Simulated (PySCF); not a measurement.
PySCF input for hexachlorodisilane (Cl6Si2), SMILES Cl[Si](Cl)(Cl)[Si](Cl)(Cl)Cl, C-PCM-PBE0/def2-SVP. Coordinates come from a PBE0-D3(BJ)/def2-SVP optimisation. One conformer was computed; it need not be the lowest.

```python
import numpy as np
from pyscf import gto, scf, dft
from pyscf.solvent import pcm

mol = gto.M(
    atom='''
    Cl    1.67227822   -0.96549028    1.84193553
    Si   -0.00000000   -0.00000000    1.16174102
    Cl    0.00000001    1.93098056    1.84193553
    Cl   -1.67227822   -0.96549028    1.84193553
    Si    0.00000000    0.00000000   -1.16174102
    Cl    1.67227822    0.96549028   -1.84193553
    Cl   -0.00000001   -1.93098056   -1.84193553
    Cl   -1.67227822    0.96549028   -1.84193553
    ''',
    basis='def2-SVP',
    charge=0,
    spin=0,
    max_memory=1600,
    verbose=3,
)
mf = dft.RKS(mol, xc='pbe0').density_fit(auxbasis='def2-universal-jkfit')
mf.grids.level = 3
mf.conv_tol = 1e-9
mf.max_cycle = 100
mf.kernel()
res = {}
for name, eps in {'water': 78.355, 'N,N-dimethylformamide': 37.219, 'acetonitrile': 35.688}.items():
    s = mf.PCM()
    s.with_solvent.method, s.with_solvent.eps, s.with_solvent.lebedev_order = 'C-PCM', eps, 17
    s.kernel(mf.make_rdm1())
    res[name] = (s.e_tot, eps, s.dip_moment(), s.mo_energy, s.converged)
    print(f'{name}: electrostatic solvation free energy {(s.e_tot - mf.e_tot) * 627.509474:.3f} kcal/mol')
```

It prints:

```
converged SCF energy = -3338.31145315669

WARN: PCM is an experimental feature. It is still in testing.
Features and APIs may be changed in the future.

converged SCF energy = -3338.31296846353
Dipole moment(X, Y, Z, Debye):  0.00000,  0.00000,  0.00000
water: electrostatic solvation free energy -0.951 kcal/mol

WARN: PCM is an experimental feature. It is still in testing.
Features and APIs may be changed in the future.

converged SCF energy = -3338.31294588583
Dipole moment(X, Y, Z, Debye): -0.00000,  0.00000,  0.00000
N,N-dimethylformamide: electrostatic solvation free energy -0.937 kcal/mol

WARN: PCM is an experimental feature. It is still in testing.
Features and APIs may be changed in the future.

converged SCF energy = -3338.31294404223
Dipole moment(X, Y, Z, Debye): -0.00000, -0.00000,  0.00000
acetonitrile: electrostatic solvation free energy -0.936 kcal/mol
```

Self-consistency was reached.
